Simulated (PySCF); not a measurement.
**Simulated characterisation data**

PySCF 2.14.0 with density-fitted response routines calculation with B3LYP/pcJ-1 coupling constants (spin–dipole term left out of most H,H and C,H couplings), GFN2-xTB structure and shielding tensors at PBE0/pcSseg-1 (GIAO); one averaged value for each set of equivalent atoms, no relativistic terms, single conformer, no solvent model.

Scale: 1H, 13C against TMS (reference shieldings calculated alike). Multiplet labels drop J under 1 Hz and among equivalent protons, and merge close values. Unscaled 3J(H,H) run several per cent high. Splittings of carbon signals by F and P are missing where no couplings were computed. Where no couplings were computed, multiplicities follow the n + 1 count of equivalent neighbours, and m marks all less simple cases (inequivalent or close neighbours, rings, F or P nearby). One-bond C–F couplings are unscaled and too large by tens of Hz. Shifts are as computed. Against solution values, carbons near 30 ppm lie about +3 ppm off and those near 130 ppm about +5 ppm. Of 1211 compounds with measured shifts, 218 miss one by over three times the rms of a fit or turn the order of signals round; such compounds aren't used in these exercises.

Compound 1 (C8H10O2). 1H NMR (400 MHz, computed): δ 7.32 (m, 1H), 6.55 (m, 1H), 6.41 (d, 1H), 5.72 (m, 1H), 5.69 (m, 1H), 5.68 (m, 1H), 5.56 (m, 1H), 4.16 (s, 3H). 13C{1H} NMR (computed): δ 174.3 (C), 146.0 (CH), 143.8 (CH), 142.7 (CH), 141.9 (C), 130.5 (CH2), 126.3 (CH2), 50.5 (CH3). Structure: `C(/C(=C\C=C)C=C)(=O)OC`.

Compound 2 (C5H6F2O). 1H NMR (400 MHz, computed): δ 1.83 (m, 1H), 1.66 (m, 1H), 1.47 (d, 3H), 1.20 (m, 1H). 13C{1H} NMR (computed): δ 168.8 (C), 77.6 (C), 28.2 (CH), 25.8 (CH2), 14.3 (CH3). Structure: `[C@@H]1(C)C[C@@]1(F)C(=O)F`.

Compound 3 (C5H6F2O). 1H NMR (400 MHz, computed): δ 6.49 (t, J = 83.7 Hz, 1H), 5.49 (tt, J = 9.0, 8.3 Hz, 1H), 5.12 (dt, J = 8.3, 1.8 Hz, 2H), 4.56 (m, 2H). 13C{1H} NMR (computed): δ 224.2 (C), 123.5 (CH, t, J = 312.8 Hz), 89.5 (CH), 79.5 (CH2), 70.3 (CH2, t, J = 2.2 Hz). Structure: `C=C=CCOC(F)F`.
